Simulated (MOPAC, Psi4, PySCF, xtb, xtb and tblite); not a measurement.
Internal rotation in C₁₁H₉NSe, SMILES C(=Cc1ccc[se]1)c1cccnc1. Scanned: dihedral C2–C1–C8–C9; all other coordinates were relaxed at GFN2-xTB. Points at φ and −φ are mirror images.

Atom numbering (GFN2-xTB optimised geometry, Å):
```
22

C     -0.1154     0.5852     0.3276
C      0.6333    -0.4578    -0.0679
C      2.0565    -0.4247    -0.2075
C      2.8537    -1.4682    -0.6082
C      4.2335    -1.1885    -0.6684
C      4.5714     0.0807    -0.3187
Se     3.1014     1.1046     0.1471
C     -1.5503     0.6126     0.4869
C     -2.3905    -0.4796     0.2436
C     -3.7527    -0.3423     0.4286
C     -4.2472     0.8835     0.8528
N     -3.4714     1.9289     1.0887
C     -2.1737     1.7946     0.9114
H      0.3939     1.5181     0.5574
H      0.1771    -1.4093    -0.3088
H      2.4487    -2.4347    -0.8590
H      4.9609    -1.9243    -0.9683
H      5.5619     0.4978    -0.2962
H     -1.9825    -1.4237    -0.0860
H     -4.4214    -1.1701     0.2475
H     -5.3059     1.0392     1.0114
H     -1.5815     2.6781     1.1175
```

Levels of theory: GFN2-xTB (xtb and tblite); GFN1-xTB // GFN2-xTB (xtb); PBE0/def2-SVP // GFN2-xTB (Psi4); RKS-LDA (SVWN5)/6-31G* = restricted LDA (SVWN5)/6-31G*, spherical d, density fitting // GFN2-xTB run with PySCF; PM6, restricted, heats of formation // GFN2-xTB (MOPAC); PBE-D3(BJ)/def2-SVP // GFN2-xTB (Psi4).

Energies in kJ/mol, each method relative to its own lowest point.

```csv
φ / °,GFN2-xTB,GFN1-xTB,PBE0/def2-SVP,RKS-LDA (SVWN5)/6-31G*,PM6,PBE-D3(BJ)/def2-SVP
-150,2.2,2.8,4.0,4.7,0.0,5.1
-120,11.5,11.6,14.4,17.8,1.0,17.3
-90,19.0,18.6,23.2,29.5,1.3,27.7
-60,11.7,11.7,15.0,18.8,0.9,18.0
-30,2.4,2.5,3.4,4.1,0.1,4.4
0,0.3,0.0,0.0,0.0,1.1,0.0
30,2.4,2.5,3.4,4.1,0.1,4.4
60,11.7,11.7,15.0,18.8,0.9,18.0
90,19.0,18.6,23.2,29.5,1.3,27.7
120,11.5,11.6,14.4,17.8,1.0,17.3
150,2.2,2.8,4.0,4.7,0.0,5.1
180,0.0,0.4,1.6,1.6,1.1,1.7
```

Root-mean-square difference from the PBE-D3(BJ)/def2-SVP profile, itself a level with limits, after the best constant shift (kJ/mol): GFN2-xTB 2.8, GFN1-xTB 3.0, PBE0/def2-SVP 1.5, RKS-LDA (SVWN5)/6-31G* 0.7, PM6 9.2.
